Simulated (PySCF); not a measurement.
RbS: one state, many levels of theory

State: ²Π (doublet), unpaired electrons π ↑. Set-up: Rb def2-SVP with ECP28, S def2-SVP; scalar-relativistic core potentials (PySCF 2.14). De refers to Rb + S in their high-spin ground configurations, without counterpoise correction. The functionals are run spin-unrestricted. A positive dipole means Rb(−)S(+).

```json
{"Level": "UHF", "Re (Å)": "3.032", "ωe (cm⁻¹)": "221", "De (eV)": "1.45", "μ (D)": "-11.46"}
{"Level": "UHF-MP2", "Re (Å)": "2.986", "ωe (cm⁻¹)": "227", "De (eV)": "1.94", "μ (D)": "n/a"}
{"Level": "UHF-SCS-MP2", "Re (Å)": "2.994", "ωe (cm⁻¹)": "226", "De (eV)": "1.95", "μ (D)": "n/a"}
{"Level": "UHF-CCSD", "Re (Å)": "2.990", "ωe (cm⁻¹)": "226", "De (eV)": "1.86", "μ (D)": "n/a"}
{"Level": "UHF-CCSD(T)", "Re (Å)": "2.991", "ωe (cm⁻¹)": "225", "De (eV)": "1.90", "μ (D)": "n/a"}
{"Level": "PBE", "Re (Å)": "2.989", "ωe (cm⁻¹)": "213", "De (eV)": "2.59", "μ (D)": "-9.44"}
{"Level": "TPSS", "Re (Å)": "2.994", "ωe (cm⁻¹)": "215", "De (eV)": "2.69", "μ (D)": "-9.90"}
{"Level": "r²SCAN", "Re (Å)": "2.994", "ωe (cm⁻¹)": "218", "De (eV)": "2.62", "μ (D)": "-10.44"}
{"Level": "M06-L", "Re (Å)": "2.988", "ωe (cm⁻¹)": "224", "De (eV)": "3.01", "μ (D)": "-10.88"}
{"Level": "TPSSh", "Re (Å)": "2.988", "ωe (cm⁻¹)": "218", "De (eV)": "2.66", "μ (D)": "-10.17"}
{"Level": "PBE0", "Re (Å)": "2.974", "ωe (cm⁻¹)": "222", "De (eV)": "2.52", "μ (D)": "-10.23"}
```

Problem. Which functional lies closest to UHF-CCSD(T) in De, which farthest, and by how much do they differ from it?

Solution. Closest is PBE0 (-1.7 pm in Re, -1.3 % in ωe, +0.62 eV in De against UHF-CCSD(T) in the same basis), farthest M06-L (-0.3 pm in Re, -0.4 % in ωe, +1.11 eV in De). CCSD(T) converges more slowly with the basis than the functionals do and binds too weakly in this one, so the order can change at the basis-set limit.

Problem. What does the step from GGA to meta-GGA do here, going from PBE to r²SCAN?

Solution. r²SCAN less PBE: +0.5 pm in Re, +2.3 % in ωe, +0.03 eV in De. 

Problem. What does a tenth of exact exchange do here, going from TPSS to TPSSh?

Solution. TPSSh less TPSS: -0.6 pm in Re, +1.4 % in ωe, -0.03 eV in De. Exact exchange removes part of the self-interaction that spreads semilocal densities, and in most molecules shortens and stiffens the bond and lowers De; so it does here.

Correlated steps freeze 5 core orbitals. Correlated levels converge slowly with the basis: in double zeta they bind strong bonds too weakly, by up to about 1 eV, and carry superposition errors of some tenths. Spin–orbit coupling is left out. The state was picked by a PBE0 search and need not be the measured ground state.

The whole job (state search and all levels along the bond) took about 2.2 min on 1 thread of Arm Neoverse N1 (shared host), peak memory 0.47 GiB.
